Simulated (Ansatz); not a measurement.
Geometry optimisation, Ansatz 0.2.0, RKS BHLYP/def2-SVP.

The input (input.yaml):

```yaml
crystal:
  periodic: [false, false, false]
  atoms:
    - { symbol: C, position_ang: [-2.3647, 0.3514, 0.7599] }
    - { symbol: C, position_ang: [-0.9827, -0.0371, 0.7067] }
    - { symbol: F, position_ang: [-0.2255, 0.1872, 1.7826] }
    - { symbol: C, position_ang: [-0.4037, -0.6226, -0.3872] }
    - { symbol: C, position_ang: [0.9527, -1.093, -0.475] }
    - { symbol: Sn, position_ang: [0.93702, -3.25719, -0.42] }
    - { symbol: H, position_ang: [-3.0502, -0.4813, 0.6161] }
    - { symbol: H, position_ang: [-2.5708, 1.1521, -0.0644] }
    - { symbol: H, position_ang: [-2.6353, 0.8842, 1.7697] }
    - { symbol: H, position_ang: [-1.121, -0.8224, -1.2137] }
    - { symbol: H, position_ang: [1.40798, -0.74062, -1.45354] }
    - { symbol: H, position_ang: [1.5541, -0.74192, 0.34499] }
    - { symbol: H, position_ang: [-0.01367, -3.86924, -1.75594] }
    - { symbol: H, position_ang: [2.56688, -3.81869, -0.51114] }
    - { symbol: H, position_ang: [0.2119, -3.75891, 1.06845] }
basis:
  gaussian: { orbitals: def2-SVP }
hamiltonian:
  xc: { name: BHLYP }
relax:
  f_tol: 0.015
  max_steps: 40
```

Run as:

```bash
$ ansatz run input.yaml --threads 2 --pin off --max-ram 3072MiB --backend cpu --events-out ev --progress --plain --runs-dir out
```

Question: Where does it end, and by what steps?

Answer: It converged. After 22 steps the energy has fallen by 0.591 eV; H7 moved furthest, 0.91 Å.

```csv
step,energy less start (eV),largest force component (eV/Å),accepted
0,0.0000,3.519,yes
1,-0.3675,1.236,yes
2,-0.4577,0.269,yes
3,-0.4714,0.107,yes
4,-0.4721,0.204,yes
5,-0.4760,0.076,yes
6,-0.4777,0.058,yes
7,-0.4850,0.082,yes
8,-0.4926,0.155,yes
9,-0.4967,0.540,yes
10,-0.5491,0.318,yes
11,-0.5651,0.443,yes
12,-0.5763,0.232,yes
13,-0.5819,0.202,yes
14,-0.5850,0.263,yes
15,-0.5892,0.081,yes
16,-0.5887,0.087,no
17,-0.5904,0.029,yes
18,-0.5907,0.026,yes
19,-0.5908,0.076,yes
20,-0.5909,0.029,yes
21,-0.5909,0.020,yes
22,-0.5909,0.006,yes
```

```xyz
15
Properties=species:S:1:pos:R:3
C -2.429 0.441 0.775
C -1.057 -0.109 0.673
F -0.429 -0.129 1.858
C -0.422 -0.557 -0.403
C 0.958 -1.108 -0.411
Sn 0.985 -3.284 -0.486
H -3.031 -0.157 1.467
H -2.919 0.452 -0.199
H -2.402 1.462 1.169
H -0.972 -0.530 -1.338
H 1.518 -0.757 -1.282
H 1.506 -0.813 0.485
H 0.111 -3.811 -1.859
H 2.595 -3.852 -0.601
H 0.252 -3.917 0.920
```

Whether the end is a true minimum wasn't checked by a vibrational analysis.

The run took 2.3 min on 2 threads of Arm Neoverse V1, on a shared host, peak memory 0.43 GiB.
